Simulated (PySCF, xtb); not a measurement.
C₂H₈N₂Si, SMILES C/C=N/[SiH2]N.

GFN2-xTB (xtb 6.7.1) at its own geometry gives an orbital gap of 3.00 eV and a dipole moment of 2.31 D.

Geometry optimised at B3LYP-D3(BJ)/def2-SVP. The structure was generated by enumeration; whether it is a known compound was not checked. Other conformers were not sampled.

Problem. What does r2SCAN/def2-TZVP run with PySCF give? (An estimate is asked for; the answer gives what the named calculation found.)

Solution. gap 4.36 eV (levels -5.70 and -1.34 eV), dipole 1.81 D.
